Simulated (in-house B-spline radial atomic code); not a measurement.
A calculation on Pt11+ (with a hole in an inner shell): its settings, and results tabulated from the run. Computed with a B-spline radial code for spherical atoms: Dirac-Hartree-Fock, average of the jj configuration, Fermi nucleus of rms radius 5.427 fm.

In the input, a minus or plus after the letter marks the j = l - 1/2 or j = l + 1/2 subshell.

Command:
```bash
python run_scf.py task.json out
```
Settings (nuclear radius in fm, mass in u):
```
Z                78
configuration    1s2 2s2 2p6 3s2 3p6 3d10 4s2 4p-1 4p+4 4d10 4f14 5s2 5p6
hamiltonian      dirac
method           hf
spin_polarised   False
nucleus          fermi
rms_radius       5.427
atomic_mass      194.96479
speed_of_light   137.035999084
```

Output (hartree, bohr):
```
 radial grid: 65 intervals, B-splines of order 8, outer radius 12.3932 bohr

 iter        energy (Eh)    residual
    1      -18321.197816    1.59e+00
    2      -18356.100527    1.72e+00
    3      -18378.614366    3.52e-01
    4      -18379.727237    1.04e-01
    5      -18379.781497    3.06e-02
    6      -18379.792431    1.15e-02
    7      -18379.794004    9.18e-04
    8      -18379.794009    1.30e-04
    9      -18379.794010    2.66e-06
   10      -18379.794010    4.53e-08

 total energy                    -18379.79401
 kinetic                           21008.6261
 electron-nucleus                 -45687.0814
 electron-electron                  6298.6613

 first-order corrections (not in the total)
   Gaunt                            23.0787
   retardation                      -2.4461
   frequency dependence             -0.4388
   self-energy                      17.1887
   Uehling                          -3.4290
   Wichmann-Kroll                    0.1471
   recoil                            0.0315

 orbital      occ     eigenvalue          <r>       <r^2>       <1/r>       <r^4>     <1/r^3>       r_max    small
 1s1/2      2.000     -2908.2979    0.0171496 0.000406145     93.8916 4.52412e-07           -     0.01062  8.75e-02
 2s1/2      2.000      -522.9192     0.071645  0.00613731     23.0497 6.61397e-05           -     0.06139  2.00e-02
 2p1/2      2.000      -500.4804    0.0591364  0.00436664     22.9612  3.9684e-05           -     0.04539  2.01e-02
 2p3/2      4.000      -436.8604    0.0675132  0.00555078      18.855 6.05435e-05     19580.5     0.05261  1.79e-02
 3s1/2      2.000      -131.3187      0.18609   0.0397514     8.47911  0.00239405           -      0.1725  6.70e-03
 3p1/2      2.000      -121.2529       0.1768   0.0364849     8.36823  0.00211779           -      0.1615  6.61e-03
 3p3/2      4.000      -107.1288     0.191876   0.0427628     7.31522  0.00287496     4555.35      0.1759  6.01e-03
 3d3/2      4.000       -90.6924      0.16758   0.0329804     7.19187  0.00192896     789.321      0.1374  5.87e-03
 3d5/2      6.000       -87.6813     0.172277   0.0347291     6.94685  0.00212027     659.166      0.1415  5.70e-03
 4s1/2      2.000       -35.3817     0.413511    0.192977     3.57223   0.0536731           -      0.3896  2.24e-03
 4p1/2      1.000       -31.3298      0.41854    0.199686     3.45365   0.0597139           -      0.3891  2.14e-03
 4p3/2      4.000       -27.7681     0.447869    0.227863     3.11408     0.07654     1093.03      0.4176  1.94e-03
 4d3/2      4.000       -20.5990     0.457848    0.242094     2.90388   0.0924378     170.066       0.412  1.73e-03
 4d5/2      6.000       -20.1073     0.467507    0.252104     2.82486   0.0999164     139.701      0.4209  1.68e-03
 4f5/2      6.000       -11.0166     0.489492    0.285843     2.47862    0.155529     29.5143      0.3793  1.33e-03
 4f7/2      8.000       -10.9322     0.494614    0.291536     2.44914    0.161236     28.1843      0.3837  1.31e-03
 5s1/2      2.000       -11.3453     0.906192    0.914278     1.50469     1.16538           -      0.8506  6.08e-04
 5p1/2      2.000        -9.6811     0.954396     1.01925     1.42564     1.46994           -      0.8917  5.68e-04
 5p3/2      4.000        -8.9913      1.01829     1.15628     1.29998     1.87542      217.94      0.9513  4.97e-04
```

Cost of the run: 1.8 s on 1 thread of Arm Neoverse N1 (shared host).

For the Dirac Hamiltonian the kinetic term is c α·p + (β - 1)c².
